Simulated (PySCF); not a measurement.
Electronic structure of Bi⁻ (bismuth, charge -1) at the UHF level

Configuration: [Xe] 4f14 5d10 6s2 6p4, high-spin 3P determinant. All numbers are calculated (PySCF 2.14, the spin-free X2C one-electron Hamiltonian (Gaussian nucleus), in aug-cc-pVTZ-DK3).

| Quantity | Value |
| --- | --- |
| Total energy | -21527.098128 hartree |
| One-electron energy | -29456.4632 hartree |
| Hartree (Coulomb) energy | 8327.7516 hartree |
| Exchange energy | -398.3865 hartree |
| ⟨S²⟩ | 2.0260 |
| ⟨L²⟩ | 2.053 |
| Sum of ⟨r⟩ | 55.04 bohr |
| Sum of ⟨r²⟩ | 102.0 bohr² |
| Traceless quadrupole moment −½Σ⟨3z² − r²⟩ along its main axis | -7.33 e·bohr² |
| Langevin diamagnetic susceptibility | -80.8 ×10⁻⁶ cm³/mol |

| shell | electrons | mean orbital energy (hartree) | spread (hartree) | rms radius, mean of both spins (bohr) |
| --- | --- | --- | --- | --- |
| 1s α | 1 | -3343.94247 | 0 | 0.0178 |
| 1s β | 1 | -3343.94112 | 0 | 0.0178 |
| 2s β | 1 | -606.51821 | 0 | 0.0718 |
| 2s α | 1 | -606.51809 | 0 | 0.0718 |
| 2p α | 3 | -521.61606 | 0.00089 | 0.0664 |
| 2p β | 3 | -521.61521 | 0.00031 | 0.0664 |
| 3s α | 1 | -148.95089 | 0 | 0.183 |
| 3s β | 1 | -148.94997 | 0 | 0.183 |
| 3p α | 3 | -124.20092 | 0.00245 | 0.186 |
| 3p β | 3 | -124.19918 | 0.00029 | 0.186 |
| 3d α | 5 | -97.94143 | 0.00195 | 0.170 |
| 3d β | 5 | -97.94118 | 0.00141 | 0.170 |
| 4s α | 1 | -35.47944 | 0 | 0.400 |
| 4s β | 1 | -35.47743 | 0 | 0.400 |
| 4p α | 3 | -27.19310 | 0.00524 | 0.427 |
| 4p β | 3 | -27.19023 | 0.00139 | 0.427 |
| 4d α | 5 | -17.24654 | 0.00487 | 0.453 |
| 4d β | 5 | -17.24576 | 0.00370 | 0.453 |
| 5s α | 1 | -6.44798 | 0 | 0.890 |
| 5s β | 1 | -6.44214 | 0 | 0.890 |
| 4f α | 7 | -6.36112 | 0.00551 | 0.480 |
| 4f β | 7 | -6.36032 | 0.00443 | 0.480 |
| 5p α | 3 | -4.01640 | 0.01155 | 1.01 |
| 5p β | 3 | -4.01101 | 0.00252 | 1.01 |
| 5d α | 5 | -1.08550 | 0.01459 | 1.32 |
| 5d β | 5 | -1.07736 | 0.00787 | 1.32 |
| 6s α | 1 | -0.52634 | 0 | 2.47 |
| 6s β | 1 | -0.39740 | 0 | 2.47 |
| 6p α | 3 | -0.08594 | 0.04169 | 3.79 |
| 6p β | 1 | -0.01875 | 0 | 3.79 |

Spin-orbit coupling is strong in this species (close to jj coupling), so the high-spin LS determinant is a model state, not a physical level.

Densities and radii are taken from the X2C orbitals without a picture-change correction, which distorts them close to the nucleus.

Spin-orbit constants ζ (cm⁻¹) from the X2C one-electron operator on these orbitals: bare nucleus, nucleus screened by l(l+1)(2l+1)/3 electrons, and screened by the Breit-Pauli mean field of the electrons.

```csv
shell,bare,screened nucleus,mean field
2p,11470000,11200000,n/a
3p,2597000,2535000,n/a
3d,397600,349700,n/a
4p,636000,620700,n/a
4d,87300,76780,n/a
4f,18710,12400,n/a
5p,115000,112300,n/a
5d,10580,9309,n/a
6p,7527,7345,n/a
```

To first order the Landé constant is A = -3673 cm⁻¹, so the lowest level has J = 2 and lies 0.455 eV below the centre of the term. This holds in LS coupling only, and this species is close to jj coupling.
